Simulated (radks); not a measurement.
Task: Spherical quantum dot in the effective-mass picture: electrons in a hard-walled sphere of radius 11.4, with a point charge +1 (a donor) at the centre, all in effective atomic units (hartree* = m*/eps^2 hartree, bohr* = eps/m* bohr), one dielectric constant everywhere. Method: non-relativistic Kohn-Sham, LDA (Slater exchange, Perdew-Wang correlation), spin-polarised, spherical densities; computed with a radial shooting solver with Libxc functionals. Levels are named by radial order and angular momentum (1s, 1p, 1d, 2s, ...), and open shells are averaged over m. Results are scaled to m* = 0.04 and eps = 8, for which hartree* = 17.01 meV and bohr* = 10.58 nm. At N = 6 the configuration is 1s2 1p(up 3, down 0) 2s(up 1, down 0). Does electron 7 go into 1d up or 1p down or 2s down?

Result: Into 1p down. The total energies of the other choices lie higher by 0.242 meV (1d up), 0.602 meV (2s down).
